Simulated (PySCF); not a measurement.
Compound: Au(NH3)Cl (singlet state).
SMILES: `[NH3]->[Au][Cl]`

The closed-shell ground state was solved at several levels (PySCF, density fitting, gas phase). Isolated species at its PBE0-D3(BJ)/def2-SVP geometry, gas phase. Atoms past krypton carry effective core potentials; spin–orbit coupling is left out.

| level | basis functions | HOMO (eV) | LUMO (eV) | gap (eV) | dipole (D) |
| --- | --- | --- | --- | --- | --- |
| PBE0/pcSseg-1 (def2-TZVP on Au) | 96 | -6.92 | -0.84 | 6.08 | 9.19 |
| KT2/pcSseg-1 (def2-TZVP on Au) | 96 | -5.76 | -1.85 | 3.91 | 8.77 |

What might CAM-B3LYP/def2-SVPD (106 basis functions) give for the same quantities?

HOMO -8.34 eV, LUMO -0.26 eV, gap 8.08 eV, dipole 9.16 D.

Over all these levels, which gives the widest orbital gap and which the narrowest?

CAM-B3LYP/def2-SVPD (range-separated hybrid) has the widest, 8.08 eV, and KT2/pcSseg-1 (def2-TZVP on Au) (GGA) the narrowest, 3.91 eV. Functional and basis both differ between the two, so the spread mixes both effects.

How far do the dipole and the HOMO energy spread over the levels?

The dipole runs from 8.77 to 9.19 D (mean 9.04 D) and the HOMO from -8.34 to -5.76 eV.
